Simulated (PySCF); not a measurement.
H4PSi, SMILES [SiH2]P, multiplicity 2. Geometry optimised at B3LYP-D3(BJ)/def2-TZVP. The isomer is the one that the SMILES or the coordinates give; other isomers of the formula were not compared.

Computed with B3LYP-D3(BJ)/def2-TZVP (PySCF 2.14.0).

Harmonic wavenumbers (cm⁻¹): 180, 436, 480, 514, 741, 783, 917, 1089, 2164, 2191, 2387, 2399. Rotational constants (GHz): 65.20, 5.844, 5.678; symmetry number 1.

Problem. Work out the zero-point energy and the ideal-gas rigid-rotor harmonic-oscillator thermochemistry at 298.15 K and 1 atm.

Solution. ZPE = ½ Σ hcν = ½ × 14281 cm⁻¹ = 85.42 kJ/mol. H − E(el) = 99.48 kJ/mol. Entropy in J/(mol K): translation 160.44, rotation 94.24, vibration 21.67, spin 5.76, total 282.11. G − E(el) = 15.37 kJ/mol. Cp = 66.68 J/(mol K).
